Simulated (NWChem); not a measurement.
System: C$_{2}$H$_{4}$F, doublet; SMILES C[CH]F

NWChem input:

```
start job
memory heap 200 mb stack 900 mb global 1100 mb
geometry units angstroms noautosym nocenter noautoz
  C     -0.218681     1.181977    -0.003465
  C      0.505014    -0.106022    -0.089016
  F     -0.233627    -1.222173     0.096704
  H      0.453259     2.017562    -0.281724
  H     -0.609478     1.391921     1.024034
  H     -1.096641     1.195960    -0.684929
  H      1.564020    -0.234375     0.196865
end
basis spherical
  C library 6-31+g*
  F library 6-31+g*
  H library 6-31+g*
end
dft
  odft
  mult 2
  xc m06-2x
  iterations 150
end
cosmo
  do_cosmo_smd true
  solvent water
end
task dft energy
```

Excerpt of the output:

```
             Northwest Computational Chemistry Package (NWChem) 7.3.0
             --------------------------------------------------------

                             Geometry "geometry" -> ""
                             -------------------------

 Output coordinates in angstroms (scale by  1.889725989 to convert to a.u.)

  No.       Tag          Charge          X              Y              Z
 ---- ---------------- ---------- -------------- -------------- --------------
    1 C                    6.0000    -0.21868100     1.18197700    -0.00346500
    2 C                    6.0000     0.50501400    -0.10602200    -0.08901600
    3 F                    9.0000    -0.23362700    -1.22217300     0.09670400
    4 H                    1.0000     0.45325900     2.01756200    -0.28172400
    5 H                    1.0000    -0.60947800     1.39192100     1.02403400
    6 H                    1.0000    -1.09664100     1.19596000    -0.68492900
    7 H                    1.0000     1.56402000    -0.23437500     0.19686500

 Effective nuclear repulsion energy (a.u.)      71.8172014475

                                 NWChem DFT Module
                                 -----------------

 Summary of "ao basis" -> "ao basis" (spherical)
 ------------------------------------------------------------------------------
       Tag                 Description            Shells   Functions and Types
 ---------------- ------------------------------  ------  ---------------------
 C                          6-31+g*                  8       18   4s3p1d
 F                          6-31+g*                  8       18   4s3p1d
 H                          6-31+g*                  2        2   2s

 in cosmo_initialize ...
 calling solv_data for solv:h2o

 solvent parameters
 solvname_short: h2o
 solvname_long:  water
 dielec:       78.4000
 dielecinf:     1.7769
 aqueous SMD model solvent descriptors
 dielec:       78.4000
 sola:          0.8200

          ---------------
          -cosmo- solvent
          ---------------
 Cosmo: York-Karplus, doi: 10.1021/jp992097l
 dielectric constant -eps-     =  78.40
 screen = (eps-1)/(eps    )    =   0.98724
 surface charge correction     = lagrangian

   van der Waals surface
 --------------------------

 ---------- ATOMIC COORDINATES (A.U.) ------------ VDWR(ANG.) --
     1   -0.41324717    2.23361265   -0.00654790     1.850
     2    0.95433808   -0.20035253   -0.16821585     1.850
     3   -0.44149101   -2.30957208    0.18274406     1.730
     4    0.85653531    3.81263934   -0.53238116     1.200
     5   -1.15174642    2.63034929    1.93514366     1.200
     6   -2.07235100    2.26003669   -1.29432813     1.200
     7    2.95556924   -0.44290453    0.37202091     1.200
 number of segments per atom =        128
 number of   points per atom =        128
 atom (   nspa,  nppa )
 ----------------------
    1 (     59,     0 )       0
    2 (     53,     0 )       0
    3 (     87,     0 )       0
    4 (     57,     0 )       0
    5 (     56,     0 )       0
    6 (     54,     0 )       0
    7 (     54,     0 )       0
 number of -cosmo- surface points =      420
 molecular surface =     79.142 angstrom**2
 molecular volume  =     58.787 angstrom**3
 -lineq- algorithm             =   0
 -bem- low  level              =   3
 -bem- from -octahedral-
 gaussian surface charge width =   4.50000
 degree of switching           =   1.00000
 switching function tolerance  =   0.00010
 atomic radii =
 --------------
    1  6.000  1.850
    2  6.000  1.850
    3  9.000  1.730
    4  1.000  1.200
    5  1.000  1.200
    6  1.000  1.200
    7  1.000  1.200
 ...... end of -cosmo- initialization ......

 nat:                     7
 ixmem:                  2814
 calling mnsol_interface()
 G(SMD-CDS) energy (kcal/mol)  =     3.379
 SMD-CDS SASA (angstrom**2)    =   101.503

[...]

                                COSMO-SMD solvation results
                                ---------------------------

             internal energy in gas <Psi(g)|H|Psi(g)> =      -178.316467344025
         internal energy in solvent <Psi(s)|H|Psi(s)> =      -178.315666712393
                               delta internal energy  =         0.000800631632 (    0.50 kcal/mol)
   total free energy in solvent <Psi(s)|H+V/2|Psi(s)> =      -178.321476302991
 polarization energy contribution <Psi(s)|V/2|Psi(s)> =        -0.005809590598 (   -3.65 kcal/mol)
    total free energy in solvent including G(SMD-CDS) =      -178.316090824850
                       G(SMD-CDS) energy contribution =         0.005385478141 (    3.38 kcal/mol)
     1 M fixed-concentration free energy of solvation =         0.000376519175 (    0.24 kcal/mol)

                    DFT Final Alpha Molecular Orbital Analysis
                    ------------------------------------------

 Vector   11  Occ=1.000000D+00  E=-4.589061D-01
              MO Center= -6.9D-02,  1.2D+00, -1.1D-01, r^2= 1.8D+00
   Bfn.  Coefficient  Atom+Function         Bfn.  Coefficient  Atom+Function
  ----- ------------  ---------------      ----- ------------  ---------------
     3      0.315562  1 C  px                 4      0.285471  1 C  py
    55      0.276071  4 H  s                 40      0.218024  3 F  py
    56      0.195865  4 H  s                  7      0.170149  1 C  px
    44      0.149069  3 F  py                 8      0.148188  1 C  py
    59     -0.141711  6 H  s                 60     -0.101784  6 H  s

 Vector   12  Occ=1.000000D+00  E=-4.352790D-01
              MO Center=  1.8D-01,  3.1D-02, -2.4D-02, r^2= 2.2D+00
   Bfn.  Coefficient  Atom+Function         Bfn.  Coefficient  Atom+Function
  ----- ------------  ---------------      ----- ------------  ---------------
    39     -0.310891  3 F  px                21      0.296127  2 C  px
     3     -0.237547  1 C  px                43     -0.215622  3 F  px
     4      0.212074  1 C  py                22     -0.206060  2 C  py
    61      0.203732  7 H  s                 40      0.182533  3 F  py
    62      0.165220  7 H  s                 59      0.143802  6 H  s

 Vector   13  Occ=1.000000D+00  E=-2.580866D-01
              MO Center=  3.4D-01, -2.3D-02, -1.5D-01, r^2= 1.8D+00
   Bfn.  Coefficient  Atom+Function         Bfn.  Coefficient  Atom+Function
  ----- ------------  ---------------      ----- ------------  ---------------
    23      0.575372  2 C  pz                27      0.464335  2 C  pz
    41     -0.254160  3 F  pz                28     -0.251499  2 C  s
    58     -0.198258  5 H  s                 45     -0.195308  3 F  pz
    10      0.187860  1 C  s                 24     -0.172901  2 C  s
    31      0.151751  2 C  pz                57     -0.138161  5 H  s

 Vector   14  Occ=0.000000D+00  E= 3.361372D-02
              MO Center=  4.2D-01, -1.1D+00,  2.7D-01, r^2= 9.0D+00
   Bfn.  Coefficient  Atom+Function         Bfn.  Coefficient  Atom+Function
  ----- ------------  ---------------      ----- ------------  ---------------
    10      3.849463  1 C  s                 28     -1.841772  2 C  s
    30     -1.819869  2 C  py                46     -1.128617  3 F  s
    11      0.554748  1 C  px                12     -0.496503  1 C  py
    29      0.316723  2 C  px                26     -0.288116  2 C  py
    47     -0.276094  3 F  px                31      0.250257  2 C  pz

 Vector   15  Occ=0.000000D+00  E= 4.366753D-02
              MO Center= -5.2D-01,  1.6D+00,  2.8D-02, r^2= 1.2D+01
   Bfn.  Coefficient  Atom+Function         Bfn.  Coefficient  Atom+Function
  ----- ------------  ---------------      ----- ------------  ---------------
    28     -9.787433  2 C  s                 10      9.110508  1 C  s
    12     -3.085639  1 C  py                30     -2.955886  2 C  py
    29      1.860007  2 C  px                11      1.796354  1 C  px
    13     -0.228619  1 C  pz                 6      0.205586  1 C  s
    31     -0.175345  2 C  pz                46      0.141092  3 F  s

 Vector   16  Occ=0.000000D+00  E= 5.680111D-02
              MO Center=  9.7D-01,  4.2D-01, -8.8D-02, r^2= 1.0D+01
   Bfn.  Coefficient  Atom+Function         Bfn.  Coefficient  Atom+Function
  ----- ------------  ---------------      ----- ------------  ---------------
    10      2.562753  1 C  s                 28     -2.395801  2 C  s
    29      1.531520  2 C  px                46      0.812551  3 F  s
    24     -0.397124  2 C  s                 11      0.315908  1 C  px
    48      0.243839  3 F  py                56     -0.233195  4 H  s
    30     -0.230796  2 C  py                12     -0.194329  1 C  py

                     DFT Final Beta Molecular Orbital Analysis
                     -----------------------------------------

 Vector   10  Occ=1.000000D+00  E=-4.610867D-01
              MO Center= -4.2D-01,  9.7D-01,  1.3D-01, r^2= 1.7D+00
   Bfn.  Coefficient  Atom+Function         Bfn.  Coefficient  Atom+Function
  ----- ------------  ---------------      ----- ------------  ---------------
     5      0.408951  1 C  pz                 9      0.232172  1 C  pz
    57      0.231427  5 H  s                 59     -0.194225  6 H  s
    41     -0.190345  3 F  pz                58      0.153579  5 H  s
    60     -0.132260  6 H  s                 45     -0.130831  3 F  pz
     4      0.108511  1 C  py                39     -0.090133  3 F  px

[...]
```

Level: M06-2X/6-31+G* (spherical d), spin-unrestricted, SMD on the gas-phase geometry. Structure relaxed at the PBE-D3(BJ)/def2-SVP, spin-unrestricted level. No stability test was run on the SCF state. Solvent: water.
